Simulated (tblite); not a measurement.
Compound: C6H13PSe.
Atom-mapped SMILES: `[CH3:1][CH:2]([CH3:3])[C@@H:4]1[CH2:5][P@@:6]1([CH3:7])=[Se:8]` (hydrogens: H9, H10, H11 on C1; H12 on C2; H13, H14, H15 on C3; H16 on C4; H17, H18 on C5; H19, H20, H21 on C7)

Computed with GFN2-xTB (tblite), gas phase: L-BFGS steps from a force-field or distance-geometry start until the largest atomic force falls under 0.01 eV/Å.

Step 50: E = -684.8539 eV
```
atom  x, y, z in Å  |  force x, y, z in eV/Å
C1     -1.2342   -1.2214    1.2057    0.006  -0.006  -0.022
C2     -0.9768   -0.2750    0.0348   -0.032  -0.028  -0.022
C3     -2.2793    0.3904   -0.4121    0.002  -0.003   0.004
C4      0.0289    0.7720    0.4520   -0.025  -0.027   0.012
C5      0.8171    1.5867   -0.5868    0.054   0.011  -0.011
P6      1.8340    0.5131    0.4877   -0.008   0.009  -0.020
C7      2.3592   -0.9653   -0.4771   -0.013  -0.032  -0.019
Se8     3.0374    1.2096    2.0577    0.055   0.024   0.005
H9     -0.3108   -1.7038    1.5194    0.042   0.007   0.009
H10    -1.9501   -1.9914    0.9322   -0.024  -0.017  -0.027
H11    -1.6311   -0.6680    2.0539   -0.004  -0.005  -0.001
H12    -0.5728   -0.8441   -0.8093    0.022  -0.024   0.002
H13    -2.9829   -0.3598   -0.7673    0.022   0.009   0.002
H14    -2.0967    1.1004   -1.2163    0.003  -0.006   0.029
H15    -2.7364    0.9164    0.4230    0.006   0.041  -0.018
H16    -0.3074    1.3726    1.2943   -0.035   0.000   0.020
H17     0.7032    1.3020   -1.6241   -0.041  -0.037  -0.020
H18     0.8462    2.6575   -0.4415    0.030   0.039   0.023
H19     2.1250   -0.8509   -1.5308   -0.053   0.027  -0.038
H20     3.4359   -1.0639   -0.3569    0.032   0.049   0.043
H21     1.8828   -1.8600   -0.0844   -0.038  -0.029   0.050
```

Step 51: E = -684.8548 eV
```
atom  x, y, z in Å  |  force x, y, z in eV/Å
C1     -1.2335   -1.2212    1.2038    0.012  -0.032   0.008
C2     -0.9759   -0.2745    0.0333   -0.043  -0.041  -0.011
C3     -2.2789    0.3898   -0.4125   -0.006   0.002  -0.004
C4      0.0289    0.7724    0.4520   -0.038  -0.020   0.007
C5      0.8164    1.5884   -0.5862    0.070  -0.002   0.002
P6      1.8331    0.5121    0.4888   -0.004   0.028  -0.041
C7      2.3569   -0.9673   -0.4755   -0.015  -0.025  -0.018
Se8     3.0432    1.2106    2.0535    0.043   0.018  -0.002
H9     -0.3075   -1.6987    1.5202    0.017   0.004  -0.001
H10    -1.9472   -1.9948    0.9304    0.006   0.008  -0.022
H11    -1.6331   -0.6691    2.0525    0.000  -0.010  -0.025
H12    -0.5710   -0.8424   -0.8113    0.018  -0.027   0.006
H13    -2.9839   -0.3594   -0.7672    0.029   0.002   0.001
H14    -2.0964    1.0992   -1.2163    0.002   0.008   0.013
H15    -2.7357    0.9162    0.4219    0.005   0.045  -0.005
H16    -0.3088    1.3719    1.2941   -0.038   0.008   0.031
H17     0.7006    1.3051   -1.6241   -0.034  -0.027  -0.002
H18     0.8469    2.6592   -0.4372    0.029   0.017   0.012
H19     2.1212   -0.8551   -1.5293   -0.049   0.030  -0.034
H20     3.4339   -1.0629   -0.3554    0.032   0.040   0.036
H21     1.8819   -1.8623   -0.0813   -0.035  -0.026   0.052
```

Step 52: E = -684.8563 eV
```
atom  x, y, z in Å  |  force x, y, z in eV/Å
C1     -1.2328   -1.2217    1.2002    0.019  -0.051   0.036
C2     -0.9753   -0.2750    0.0304   -0.027  -0.038   0.012
C3     -2.2778    0.3889   -0.4131   -0.015   0.014  -0.013
C4      0.0277    0.7724    0.4527   -0.035   0.007   0.000
C5      0.8159    1.5908   -0.5848    0.054  -0.021   0.017
P6      1.8313    0.5106    0.4897    0.010   0.041  -0.053
C7      2.3532   -0.9718   -0.4730   -0.014  -0.003  -0.006
Se8     3.0553    1.2144    2.0436    0.015   0.004  -0.023
H9     -0.3036   -1.6913    1.5205    0.001  -0.017  -0.009
H10    -1.9433   -1.9991    0.9267    0.034   0.021  -0.018
H11    -1.6361   -0.6718    2.0493   -0.004  -0.006  -0.045
H12    -0.5669   -0.8402   -0.8145    0.003  -0.031   0.013
H13    -2.9850   -0.3577   -0.7667    0.022  -0.018  -0.003
H14    -2.0948    1.0973   -1.2163    0.003   0.034  -0.022
H15    -2.7327    0.9177    0.4204    0.001   0.046   0.014
H16    -0.3126    1.3705    1.2945   -0.037   0.010   0.036
H17     0.6937    1.3096   -1.6236   -0.015  -0.004   0.031
H18     0.8477    2.6620   -0.4288    0.030  -0.027  -0.010
H19     2.1147   -0.8618   -1.5271   -0.035   0.023  -0.009
H20     3.4314   -1.0595   -0.3511    0.009   0.020   0.015
H21     1.8812   -1.8673   -0.0747   -0.018  -0.003   0.041
```

Step 53: E = -684.8571 eV
```
atom  x, y, z in Å  |  force x, y, z in eV/Å
C1     -1.2314   -1.2225    1.1984    0.021  -0.044   0.031
C2     -0.9754   -0.2756    0.0286   -0.001  -0.017   0.022
C3     -2.2776    0.3885   -0.4137   -0.013   0.020  -0.013
C4      0.0259    0.7732    0.4531   -0.013   0.021   0.003
C5      0.8164    1.5925   -0.5833    0.020  -0.025   0.017
P6      1.8299    0.5101    0.4896    0.018   0.031  -0.038
C7      2.3501   -0.9751   -0.4713   -0.011   0.012   0.002
Se8     3.0633    1.2158    2.0368   -0.003  -0.003  -0.036
H9     -0.2997   -1.6853    1.5210   -0.003  -0.032  -0.008
H10    -1.9382   -2.0027    0.9239    0.038   0.013  -0.015
H11    -1.6386   -0.6733    2.0459   -0.007  -0.005  -0.042
H12    -0.5643   -0.8387   -0.8166   -0.009  -0.031   0.019
H13    -2.9854   -0.3573   -0.7668    0.012  -0.026  -0.005
H14    -2.0940    1.0962   -1.2169    0.001   0.042  -0.033
H15    -2.7309    0.9186    0.4197   -0.002   0.041   0.013
H16    -0.3158    1.3706    1.2951   -0.034   0.002   0.027
H17     0.6899    1.3132   -1.6225   -0.003   0.005   0.039
H18     0.8490    2.6635   -0.4234    0.034  -0.044  -0.020
H19     2.1089   -0.8661   -1.5255   -0.024   0.013   0.011
H20     3.4293   -1.0577   -0.3487   -0.015   0.007  -0.001
H21     1.8798   -1.8709   -0.0693   -0.003   0.020   0.028
```

Problem. Estimate the geometry and energy of step 54. (The exact step hangs on the optimiser's Hessian estimate; all steps are aligned on step 53, rigid shifts and turns removed.)

Solution. E = -684.8579 eV, largest force 0.061 eV/Å
```
atom  x, y, z in Å  |  force x, y, z in eV/Å
C1     -1.2290   -1.2238    1.1970    0.017  -0.018   0.009
C2     -0.9758   -0.2764    0.0272    0.025   0.013   0.022
C3     -2.2779    0.3883   -0.4148   -0.003   0.021  -0.007
C4      0.0235    0.7745    0.4536    0.017   0.020   0.015
C5      0.8173    1.5938   -0.5812   -0.021  -0.019   0.009
P6      1.8287    0.5102    0.4891    0.019   0.008  -0.009
C7      2.3462   -0.9781   -0.4692   -0.009   0.024   0.010
Se8     3.0718    1.2165    2.0292   -0.016  -0.006  -0.043
H9     -0.2948   -1.6791    1.5216   -0.002  -0.044  -0.001
H10    -1.9310   -2.0072    0.9210    0.033  -0.006  -0.014
H11    -1.6418   -0.6748    2.0414   -0.010  -0.005  -0.025
H12    -0.5625   -0.8374   -0.8187   -0.017  -0.028   0.026
H13    -2.9857   -0.3575   -0.7674    0.005  -0.021  -0.004
H14    -2.0930    1.0956   -1.2184   -0.006   0.035  -0.028
H15    -2.7295    0.9200    0.4192   -0.003   0.031   0.000
H16    -0.3194    1.3711    1.2964   -0.030  -0.008   0.011
H17     0.6871    1.3172   -1.6205    0.003   0.007   0.029
H18     0.8508    2.6644   -0.4183    0.037  -0.042  -0.025
H19     2.1018   -0.8701   -1.5233   -0.013   0.000   0.028
H20     3.4264   -1.0563   -0.3467   -0.035  -0.004  -0.016
H21     1.8780   -1.8738   -0.0629    0.009   0.042   0.013
```

The energy changes by -0.0008 eV. The first-order estimate −F·Δx gives -0.0011 eV and the mean of the old and new forces, exact on a quadratic surface, -0.0008 eV. The step makes an angle of 75° with the force vector and moves no atom by more than 0.011 Å.

What follows is the cost of the whole relaxation. The run took 1.3 s on one thread of an AMD EPYC 7B13 (shared host).
